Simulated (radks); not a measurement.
Q: These are the eigenvalues of the occupied orbitals of an atom or ion with whole-number occupations (eV). All-electron calculation, Dirac Kohn-Sham, exchange-only LDA, spin-unpolarised, spherical densities, point nucleus. Program: a radial shooting solver on a logarithmic mesh with Libxc functionals.

| orbital | eigenvalue |
|---|---|
| 1s1/2 | -57287.19 |
| 2s1/2 | -9645.547 |
| 2p1/2 | -9191.272 |
| 2p3/2 | -8275.484 |
| 3s1/2 | -2185.503 |
| 3p1/2 | -1985.852 |
| 3p3/2 | -1793.614 |
| 3d3/2 | -1451.091 |
| 3d5/2 | -1409.050 |
| 4s1/2 | -455.9777 |
| 4p1/2 | -376.2133 |
| 4p3/2 | -332.6364 |
| 4d3/2 | -201.1109 |
| 4d5/2 | -193.1717 |
| 5s1/2 | -80.4428 |
| 5p1/2 | -58.1814 |
| 5p3/2 | -52.2739 |
| 4f5/2 | -34.5780 |
| 4f7/2 | -33.4203 |

Which element is it, and in what charge state? The configuration may be excited. Open shells, if any, are shared by 2j + 1.

A: Z = 68, erbium, charge +3: Er3+ in [Xe] 4f11. The list shows which subshells hold electrons but not how many an open one holds; the 1s level, -2105.3 hartree, gives Z - s = 64.9 by -(Z - s)^2/2, which with screening and relativity narrows Z to a few neighbours, and the depths of the outer levels then fix element, charge and occupations together.
